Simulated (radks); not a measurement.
Re4+, 71 electrons, occupied as [Xe] 4f14 5d1 6d2 (not the ground configuration). Method: Dirac Kohn-Sham, PBE, spin-unpolarised, spherical densities, finite nucleus; open shells are shared between the two j in proportion to 2j + 1; Fermi nuclear charge, rms radius 5.3698 fm; computed with a radial shooting solver on a logarithmic mesh with Libxc functionals.

Radial electron density D(r) = 4 pi r^2 rho(r):

r (bohr),D(r) (e/bohr)
0.0006697,4.471
0.0007797,5.679
0.0009077,7.193
0.001065,9.189
0.00124,11.55
0.001444,14.46
0.001681,18.00
0.001972,22.52
0.002296,27.67
0.002673,33.73
0.003112,40.72
0.003622,48.65
0.004251,57.87
0.004949,67.25
0.005761,76.84
0.006707,86.13
0.007871,94.88
0.009163,101.4
0.01067,105.6
0.01242,106.9
0.01446,105.4
0.01696,101.5
0.01975,97.32
0.02299,94.67
0.02677,95.73
0.03141,102.3
0.03657,113.2
0.04257,125.7
0.04956,135.2
0.05769,137.3
0.0677,130.1
0.07882,118.0
0.09176,108.4
0.1068,107.8
0.1254,116.9
0.1459,125.8
0.1699,123.6
0.1978,106.5
0.2302,83.06
0.2702,67.32
0.3145,67.75
0.3662,75.72
0.4263,78.07
0.5003,67.82
0.5824,50.84
0.678,35.18
0.7893,25.00
0.9189,19.24
1.078,14.77
1.255,10.42
1.461,6.243
1.701,3.087
1.996,1.273
2.324,0.7034
2.706,0.7337
3.15,0.8611
3.667,0.7918
4.303,0.5069
5.01,0.2338
5.832,0.07565
6.789,0.01629
7.968,0.001954
9.275,0.0001522

D(r) has 5 maxima, at r = 0.0123, 0.0554, 0.154, 0.410, 3.25 bohr, and minima at 0.0239, 0.100, 0.288, 2.46 bohr, inside which lie 2.02, 11.13, 29.87, 69.20 electrons.
